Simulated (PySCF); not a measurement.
Species: C5H7F2S (doublet state).
Z-matrix (Å and degrees, GFN2-xTB geometry), rows numbered from 1:
```
C 
S   1  1.8142
C   2  1.8950  1   97.47
C   3  1.4804  2  112.64  1    89.98
C   3  1.2770  2  115.53  1   -90.28
C   5  1.4592  3  143.64  2    -2.98
F   6  1.3567  5  111.72  3   -96.55
F   6  1.3620  5  111.56  3   144.92
H   1  1.0853  2  106.25  3  -177.12
H   1  1.0861  2  109.67  3    64.03
H   1  1.0857  2  110.20  3   -57.89
H   4  1.0865  3  110.43  2  -175.70
H   4  1.0890  3  109.16  2    63.95
H   4  1.0888  3  110.28  2   -54.54
H   6  1.1104  5  113.40  3    24.73
```

The hyperfine couplings belong to this conformer and change with its torsions.

Identity: `CS/C(C)=[C]\C(F)F` [radical].

Computed, not measured: UKS B3LYP, pcH-1 on C F H S, non-relativistic, mean-field spin-orbit, GIAO in PySCF 2.14.0. The structure is a single GFN2-xTB conformer in the gas phase; no vibrational or solvent corrections. Couplings are sensitive to structure, and on GFN2-xTB geometries they can be far from those on DFT ones. The SCF solution wasn't tested for stability.

Principal values of hyperfine tensors in MHz (contact, dipolar and spin–orbit terms together), for some of the nuclei:

```
atom  isotope      A1      A2      A3
  C5      13C  129.27  148.70  341.88
  F8      19F   73.28   77.74  138.54
 H15       1H   71.29   76.40   84.18
  C4      13C   28.06   28.68   37.62
  F7      19F    2.01   23.52   30.92
  C6      13C  -24.40  -22.73   -6.00
  H9       1H   11.62   12.55   15.41
 H10       1H    8.10    9.10   13.37
```

**Question.** Give the isotropic coupling of each nucleus in MHz and in mT (g = 2.0041), and the anisotropic part.

**Answer.** a_iso is a third of the trace, T = A − a_iso, and a(mT) = a(MHz)/(g × 13.996). The tensors hold a spin–orbit part: the run splits a_iso into a_FC + a_SO, and T includes its anisotropic share.

```
atom  a_iso (MHz)    a_FC   a_SO  a_iso (mT)      T1      T2      T3
  C5       206.62  206.75  -0.13       7.366  -77.35  -57.92  135.26
  F8        96.52   96.24   0.28       3.441  -23.24  -18.78   42.02
 H15        77.29   77.28   0.01       2.755   -6.00   -0.89    6.88
  C4        31.45   31.49  -0.03       1.121   -3.39   -2.77    6.17
  F7        18.82   18.81   0.01       0.671  -16.81    4.70   12.11
  C6       -17.71  -17.68  -0.03      -0.631   -6.69   -5.02   11.71
  H9        13.19   13.18   0.01       0.470   -1.57   -0.64    2.22
 H10        10.19   10.18   0.01       0.363   -2.09   -1.09    3.18
```

**Question.** What spin density at the nucleus of H10 lies behind its contact coupling (g_N = 5.58569)?

**Answer.** a_FC = 800.24 MHz bohr³ × g_N × ρ(0)/(2S). With a_FC = 10.18 MHz and 2S = 1, ρ(0) = 0.002277 bohr⁻³. In magnitude that is 0.7 % of the 1/π = 0.318 of a free hydrogen atom.

**Question.** S2 (33S, g_N = 0.42921) isn't in the table. Its spin density at the nucleus is 0.03014 bohr⁻³. What is its contact coupling?

**Answer.** By the same relation, a_FC = 10.35 MHz. The spin–orbit term adds +0.29 MHz. Its full tensor has the principal values -13.45, -9.53, 54.90 MHz.

**Question.** Name the largest traceless tensor T of the table and describe it.

**Answer.** C5: -77.3, -57.9, 135.3 MHz (the dipolar term alone has -77.1, -58.1, 135.1), rhombic: the two smaller values differ by 14 % of the largest.

**Question.** In a single crystal, with the field along each principal axis of the tensor of C5 in turn, what first-order splitting does this nucleus give (isotropic g, quadrupole terms neglected)?

**Answer.** 2 lines (I = 1/2), spaced by |A_i|/(g × 13.996): 4.61, 5.30, 12.19 mT along the axes of A1, A2 and A3.
